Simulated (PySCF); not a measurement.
C3H8Si, SMILES C1C[SiH2]C1 (connectivity only; charge and spin as stated), charge +1, multiplicity 2.

Coordinates come from a B3LYP-D3(BJ)/def2-SVP optimisation. A frequency run showed that this geometry is not a minimum. The multiplicity is an assumed one; no other spin state was optimised.

All values below come from PySCF 2.14.0 with B3LYP-D3(BJ)/def2-SVP.

Frequencies are harmonic and unscaled.

Computed harmonic wavenumbers and intensities:
```csv
mode,ν (cm⁻¹),IR (km/mol),moving atoms (share of kinetic energy)
1,241i,31.2,"C 66 %, Si 22 %, H 12 %"
2,99,0.2,"H 56 %, C 40 %"
3,439,0.0,H 100 %
4,473,5.8,"Si 46 %, C 44 %, H 10 %"
5,479,3.9,H 96 %
6,574,0.0,"H 78 %, C 22 %"
7,583,0.2,"H 80 %, C 20 %"
8,592,7.2,"C 77 %, H 15 %, Si 9 %"
9,720,39.0,"H 80 %, C 13 %"
10,858,5.1,"H 86 %, C 12 %"
11,899,104.1,"H 65 %, C 26 %, Si 9 %"
12,943,79.0,H 94 %
13,945,0.0,H 100 %
14,992,23.1,"H 57 %, C 42 %"
15,996,3.2,"C 51 %, H 49 %"
16,1081,50.1,"C 55 %, H 45 %"
17,1192,0.7,"H 71 %, C 29 %"
18,1225,0.0,H 93 %
19,1260,6.2,"H 75 %, C 25 %"
20,1340,0.1,"H 90 %, C 9 %"
21,1364,8.3,"H 89 %, C 11 %"
22,1476,2.4,"H 91 %, C 9 %"
23,2293,15.6,H 98 %
24,2331,19.1,H 95 %
25,3028,67.5,H 96 %
26,3037,6.3,H 96 %
27,3115,0.2,H 95 %
28,3146,38.1,"H 89 %, C 11 %"
29,3151,0.0,"H 89 %, C 11 %"
30,3186,5.4,"H 90 %, C 10 %"
```
